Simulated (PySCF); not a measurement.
# Cd (cadmium, neutral) across methods

[Kr] 4d9 5s2 5p1, one real determinant (an excited configuration). Calculation: PySCF 2.14, in def2-QZVPPD with the def2 core potential (28 electrons) (7s5p4d4f2g, 88 functions); scalar relativity through the core potential.

```
 method  E (hartree)  mean ε 5s α (eV)  mean ε 5s β (eV)  mean ε 5p α (eV)  Σ⟨r²⟩ (bohr²)   ⟨S²⟩
    M06    -167.3761            -9.174            -8.712            -3.339          56.86  2.001
   PBE0    -167.3446            -9.248            -8.265            -3.710          56.70  2.004
 PBEsol    -167.1443            -8.335            -7.587            -2.914          56.67  2.002
    UHF   -166.48620           -11.404            -9.491            -5.614          57.96  2.012
    PBE    -167.3561            -8.280            -7.548            -2.928          56.94  2.002
 r2SCAN    -167.4068            -8.521            -7.708            -3.157          56.31  2.005
wB97M-V    -167.2883           -11.445           -10.355            -5.398          56.72  2.003
    LDA    -167.0533            -8.550            -7.891            -2.959          56.67  2.001
  B3LYP    -167.4158            -9.086            -8.319            -3.474          56.95  2.003
```

⟨L²⟩ = 8.00 against 12 for a pure F term, so this real determinant mixes terms. Energies and moments cover only the electrons outside the core potential.
